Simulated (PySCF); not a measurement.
# Working out the ionisation energy of Be⁺

Be⁺ [He] 2s1 (2S) → Be²⁺ 1s2 (1S). Calculation: PySCF 2.14, in dyall-acv3z; no relativity, point nucleus. Frozen: nothing; the 5 highest virtual orbitals dropped. Energies in hartree (1 hartree = 27.21139 eV):

```
            part  Be⁺ (lower)  Be²⁺ (upper)
             UHF   -14.277440    -13.611293
CCSD correlation    -0.044486     -0.041781
             (T)    -0.000026      0.000000
```

**Question.** What does Hartree-Fock give?

**Answer.** (-13.611293) − (-14.277440) = 0.666147 hartree = 18.127 eV.

**Question.** What do CCSD and CCSD(T) give?

**Answer.** The CCSD correlation energies differ by 0.002705 hartree = 0.074 eV and the triples by 0.000026 hartree = 0.001 eV, so CCSD gives 18.201 eV and CCSD(T) 18.202 eV.

Measured between the centres of the two terms (NIST): 18.211 eV, so CCSD(T) (valence and next inner shell) is off by -0.009 eV.

What remains against the reference includes basis incompleteness and higher excitations.
